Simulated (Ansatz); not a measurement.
All values below come from frozen-core CCSD(T)/def2-TZVPP // PBE-D3(BJ)/def2-TZVP (Ansatz, an electronic-structure program). The restricted HF reference is unstable towards unrestricted orbitals.

Ansatz 0.2 input:
```yaml
crystal:
  periodic: [false, false, false]
  atoms:
    - { symbol: C, position_ang: [1.781427, 0.174036, 0.512377] }
    - { symbol: C, position_ang: [0.698983, 0.054435, -0.269213] }
    - { symbol: C, position_ang: [-0.691001, -0.057478, 0.141251] }
    - { symbol: C, position_ang: [-1.712542, -0.174089, -0.722097] }
    - { symbol: I, position_ang: [-1.126016, -0.035036, 2.219521] }
    - { symbol: H, position_ang: [1.698993, 0.198675, 1.600412] }
    - { symbol: H, position_ang: [2.777682, 0.250247, 0.077467] }
    - { symbol: H, position_ang: [0.826361, 0.033773, -1.358364] }
    - { symbol: H, position_ang: [-1.503724, -0.187228, -1.795475] }
    - { symbol: H, position_ang: [-2.750163, -0.257336, -0.405879] }
basis:
  gaussian: { orbitals: def2-TZVPP }
correlation:
  method: ccsd_t
```

Output:

```
Functional definition: HF
1635 factors; integrals over basis functions are off by at most 1.1e-3 eV
mean field evaluation 1: about -12270.5708 eV, gradient 3.1e1 eV
mean field evaluation 2: about -12270.8037 eV, gradient 3.1e1 eV
mean field evaluation 4: about -12273.6645 eV, gradient 3.3e0 eV
mean field evaluation 8: about -12273.7116 eV, gradient 2.9e-1 eV
mean field evaluation 16: about -12270.5697 eV, gradient 3.1e1 eV
mean field -12273.71225182 eV, -451.0506058336 hartree, gradient 2.2e-6 eV, S^2 0.000000; 0 other end points of the search recorded, 0 dependent functions left out; unrestricted orbitals would lower it
8 core orbitals not correlated
reference -12273.71225182 eV, -451.0506058336 hartree; 19, 19 occupied and 217, 217 virtual orbitals, 1635 factors
second order -31.20312924 eV of doubles, -0.00000000 eV of singles
cycle   1  -30.16939776 eV  change     1.0e0 eV  update   1.2e-1
cycle   2  -30.98104873 eV  change   -8.1e-1 eV  update   3.8e-2
cycle   3  -31.12654085 eV  change   -1.5e-1 eV  update   1.7e-2
cycle   4  -31.10942288 eV  change    1.7e-2 eV  update   5.2e-3
cycle   5  -31.11205522 eV  change   -2.6e-3 eV  update   2.1e-3
cycle   6  -31.11403127 eV  change   -2.0e-3 eV  update   5.5e-4
cycle   7  -31.11374466 eV  change    2.9e-4 eV  update   2.6e-4
cycle   8  -31.11358568 eV  change    1.6e-4 eV  update   9.8e-5
cycle   9  -31.11364558 eV  change   -6.0e-5 eV  update   4.8e-5
cycle  10  -31.11362971 eV  change    1.6e-5 eV  update   1.6e-5
perturbative correction -1.23872514 eV, -0.0455223091 hartree
Total energy: -12306.06460666 eV, -452.2395329447 hartree
```

Cost: around 9 core-minutes (rough).
